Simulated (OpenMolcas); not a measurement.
Mn3+ with 4 ligands (chloride) in tetrahedral coordination (Td). A charge of +0.25 e stands 3.2 Å behind each ligand. Ligand basis ANO-RCC-VDZP.

```yaml
Program: OpenMolcas 26.06
Method: CASSCF
Basis: ANO-RCC-VDZP [5s4p2d1f]
Scalar_Hamiltonian: DKH2, point nucleus
Active_space: 4 electrons in 5 orbitals (3d)
State_averaging: 2S+1 = 5 even, 5 roots; 2S+1 = 3 even, 45 roots; 2S+1 = 1 even, 50 roots
Spin-orbit_coupling: state interaction with AMFI integrals over the reference wave functions
```

All ligands move together. At R = 2.12 Å the first state of the same spin is 7344 cm-1, and at R = 2.27 Å it is 5652 cm-1.

A third run gives 5068 cm-1. What distance was it run at?

With a power law R^-n the two known points give n = -ln(5652 / 7344) / ln(2.27 / 2.12) = 3.83. Then R = 2.12 × (7344 / 5068)^(1/3.83) = 2.336 Å. The run was at 2.34 Å, so the estimate is off by -0.004 Å.

An orbital triplet at a regular site is open to Jahn-Teller coupling, which can distort the site and quench the lowest spin-orbit gaps and is left out. Without dynamic correlation the repulsion within the d shell is too large (B by tens of per cent), so at a given field states of lower spin stand too high. Ligand-to-metal charge-transfer states are missing. With no ligand orbital active B as a rule stays too high, so bands that hang on it stand too high and its fall with covalency is understated. With metal d orbitals alone and no dynamic correlation the field as a rule comes out too small, by tens of per cent, by up to half for chloride and softer ligands. No measured value stands beside these numbers; the geometry was imposed, not optimised, and the real ion may take another.
